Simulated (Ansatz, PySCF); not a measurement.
Process, species as SMILES: C#CC[SiH2]C#C [ethynyl(prop-2-ynyl)silane] + 3 C (CH4) + [SiH4] (SiH4) → 2 C#C (C2H2) + CC (C2H6) [ethane] + 2 C[SiH3] [methylsilane]
Structures are relaxed separately at B3LYP-D3(BJ)/def2-TZVP in Ansatz (an electronic-structure program), one conformer each, not searched for the lowest. Frequencies are from Ansatz or PySCF.
Geometry of the first species:
```
Si
H 1 1.4768
H 1 1.4768 2 110.09
C 1 1.8277 2 109.23 3 -119.93
C 4 1.2060 3 149.52 1 -177.90
H 5 1.0639 3 158.68 1 -178.90
C 1 1.8940 2 109.77 3 120.95
H 7 1.0936 1 108.59 2 61.44
H 7 1.0936 8 106.98 1 -117.03
C 7 1.4491 8 110.92 9 -121.10
C 10 1.2009 9 152.41 7 -174.28
H 11 1.0619 8 161.89 7 178.22
```

Property: bond separation energy (enthalpy at 298 K, with B3LYP-D3(BJ) rigid-rotor harmonic-oscillator terms), in kJ/mol. Cores are frozen in the correlated levels unless marked. No spin-orbit coupling. No relativistic terms. CBS(X,Y): correlation extrapolated as X^-3; Hartree-Fock from the larger set. [CCSD(T)-MP2]/basis is that difference in the basis named.

```json
[
 {"level": "HF/STO-3G", "program": "Ansatz", "bond separation energy (kJ/mol)": "98.3"}
]
```

**Question.** Estimate the value at RI-MP2/CBS(cc-pV(T+d)Z,cc-pV(Q+d)Z)+[CCSD(T)-MP2]/cc-pV(T+d)Z as computed with Ansatz.

**Answer.** 83.4 kJ/mol
